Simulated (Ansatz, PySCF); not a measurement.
CsBr, SMILES [Br][Cs]. Atoms are numbered in the order given.

```xyz
2

Cs     0.0000     0.0000    -1.2316
Br     0.0000     0.0000     1.9130
```

The structure is a stationary point at B3LYP-D3(BJ)/def2-TZVPD. The def2 effective core potentials stand for the cores of Cs; spin–orbit coupling is left out.

Two levels are set side by side: PBE-D3(BJ)/def2-TZVPD (Ansatz, a first-principles code) and B3LYP-D3(BJ)/def2-TZVPD (Ansatz). Each level has its own optimised geometry; the coordinates shown are those of the second. Frequencies come from the Hessian of PySCF at each geometry. Differences are taken from unrounded values.

```json
[
 {"quantity": "bond Cs1–Br2 (Å)", "B3LYP-D3(BJ)": "3.145", "PBE-D3(BJ)": "3.109", "PBE-D3(BJ) minus B3LYP-D3(BJ)": "-0.036"},
 {"quantity": "highest harmonic wavenumber (cm⁻¹)", "B3LYP-D3(BJ)": "140", "PBE-D3(BJ)": "143", "PBE-D3(BJ) minus B3LYP-D3(BJ)": "3"},
 {"quantity": "mean harmonic wavenumber (cm⁻¹)", "B3LYP-D3(BJ)": "140", "PBE-D3(BJ)": "143", "PBE-D3(BJ) minus B3LYP-D3(BJ)": "3"},
 {"quantity": "zero-point energy (kcal/mol)", "B3LYP-D3(BJ)": "0.20", "PBE-D3(BJ)": "0.21", "PBE-D3(BJ) minus B3LYP-D3(BJ)": "0.00"}
]
```
